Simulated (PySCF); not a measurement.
# Reading the logs of faulty runs: BClH4NSi cation

All numbers below are calculated, not measured. They come from PySCF 2.14.0, an open-source quantum chemistry program, on an isolated molecule that a program drew, which may never have been made. The molecule is BClH4NSi cation (charge +1, singlet), drawn as the SMILES string `B[Si+](N)Cl`.

Each row is a Hartree-Fock (HF) and frozen-core CCSD(T) single point in the cc-pV(D+d)Z basis, meant for a local HF minimum. Run 1 is clean. Each other run has one planted mistake out of seven kinds, and not every kind appears here: one electron removed, one electron added, multiplicity raised by two, geometry at a saddle point, minimal basis STO-3G, one bond length entered in bohr, all coordinates scaled. The reference is restricted for singlets and unrestricted otherwise, and also for a bond in bohr. Adding or removing an electron swaps singlet and doublet. Electrons count all cores. HOMO and LUMO are orbital energies over both spins, the gradient is its largest component, and the lowest frequency (negative if imaginary) is given only where the gradient is small. Bond lengths are over the 7 bonds as drawn. T1 is the CCSD diagnostic: over 0.02 (restricted) or 0.045 (unrestricted) a single reference is doubtful.

Geometry of the clean run:
```xyz
8
BClH4NSi cation, angstrom
B    -0.5113    1.6968    0.4615
Si    0.6232    0.9722    1.9911
N     0.6621   -0.5926    2.4649
Cl    1.7858    2.2040    3.0180
H    -0.0249    1.7311   -0.6218
H    -1.6088    2.0746    0.7147
H     0.1200   -1.3216    2.0309
H     1.2294   -0.9373    3.2229
```

| run | electrons | basis functions | <S^2> | HOMO (eV) | LUMO (eV) | gradient (hartree/bohr) | lowest frequency (cm^-1) | mean bond (Å) | longest bond (Å) | T1 | HF (hartree) | CCSD(T) (hartree) | mistake |
|---|---|---|---|---|---|---|---|---|---|---|---|---|---|
| 1 | 46 | 94 | 0.000 | -17.64 | -4.34 | 2.2e-05 | 86 | 1.4349 | 2.038 | 0.0137 | -829.70251 | -830.22418 | no fault |
| 2 | 46 | 94 | 0.000 | -17.62 | -5.26 | 6.0e-05 | -86 | 1.4369 | 2.055 | 0.0147 | -829.70142 | -830.22421 | geometry at a saddle point |
| 3 | 47 | 94 | 0.760 | -6.31 | 1.82 | 6.6e-02 | - | 1.4349 | 2.038 | 0.0134 | -829.89597 | -830.43696 | one electron added |
| 4 | 46 | 94 | 2.013 | -13.51 | -8.33 | 3.0e-02 | - | 1.4349 | 2.038 | 0.0206 | -829.54417 | -830.06834 | multiplicity raised by two |
| 5 | 46 | 32 | 0.000 | -16.35 | -1.32 | 3.1e-02 | - | 1.4349 | 2.038 | 0.0209 | -820.47543 | -820.64278 | minimal basis STO-3G |
| 6 | 45 | 94 | 0.781 | -23.24 | -15.20 | 6.6e-02 | - | 1.4349 | 2.038 | 0.0636 | -829.09374 | -829.60604 | ? |

**Which mistake was planted in run 6, and what did it cost?**

It counts 45 electrons, one fewer than the clean run, at the same geometry and basis. So the mistake is: one electron removed. Subtracting run 1 and multiplying by 627.51 kcal/mol a hartree, the energy moved by 382.0 kcal/mol in HF and 387.9 kcal/mol in CCSD(T).

Cautions from the logs. Run 5: T1 is over the limit, so its CCSD(T) energy is less reliable; run 6: T1 is over the limit, so its CCSD(T) energy is less reliable.
